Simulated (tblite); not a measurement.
C₅H₃O₂ (doublet state).
Numbering: `[C:1]#[C:2][C:3](=[O:4])[O:5][CH:6]=[CH2:7]` (hydrogens: H8 on C6; H9, H10 on C7)

The geometry is computed with GFN2-xTB (gas phase). This method treats the open shell by occupation alone, without spin polarisation.

Entries marked ? are missing.

| coordinate | value |
| --- | --- |
| C1≡C2 | 1.199 Å |
| C2–C3 | ? |
| C3=O4 | 1.200 Å |
| C3–O5 | ? |
| O5–C6 | ? |
| C6=C7 | ? |
| C6–H8 | 1.082 Å |
| C7–H9 | 1.075 Å |
| C7–H10 | 1.076 Å |
| C1–C2–C3 | ? |
| C2–C3–O4 | 122.2° |
| C2–C3–O5 | 109.2° |
| O4–C3–O5 | 128.6° |
| C3–O5–C6 | ? |
| O5–C6–C7 | ? |

Question: Fill in the missing values.

Answer: 
- C2–C3 = 1.457 Å, drawn single (ends: carbon bonded to 2 C; carbon bonded to C and 2 O); 0.04 Å above the sum of covalent radii, 1.42 Å.
- C3–O5 = 1.327 Å, drawn single (ends: carbon bonded to C and 2 O; oxygen bonded to 2 C); 0.06 Å below the sum of covalent radii, 1.39 Å.
- O5–C6 = 1.380 Å, drawn single (ends: oxygen bonded to 2 C; carbon bonded to C, O and H); 0.01 Å below the sum of covalent radii, 1.39 Å.
- C6=C7 = 1.319 Å, drawn double (ends: carbon bonded to C, O and H; carbon bonded to C and 2 H); 0.14 Å below the sum of covalent radii, 1.46 Å.
- C1–C2–C3 = 178.3°, at the carbon bonded to 2 C; the outer atoms are 2.656 Å apart.
- C3–O5–C6 = 122.6°, at the oxygen bonded to 2 C; the outer atoms are 2.375 Å apart.
- O5–C6–C7 = 128.3°, at the carbon bonded to C, O and H; the outer atoms are 2.429 Å apart.

Radii are Cordero's, carbon taken as 0.76, 0.73 or 0.69 Å for four, three, and two or fewer neighbours.

Its GFN2-xTB frequencies are all real (lowest 58 cm⁻¹). Torsions: C2–C3–O5–C6 180°, C3–O5–C6–C7 0°. 2 starts were optimised and ended at 0.00 and 0.04 kcal/mol (GFN2-xTB); the lowest of these is shown.

On an Arm Neoverse V2 with one thread, on a shared host, this took 0.26 s of wall time. This is the geometry optimisation.

One conformer stands for the species.
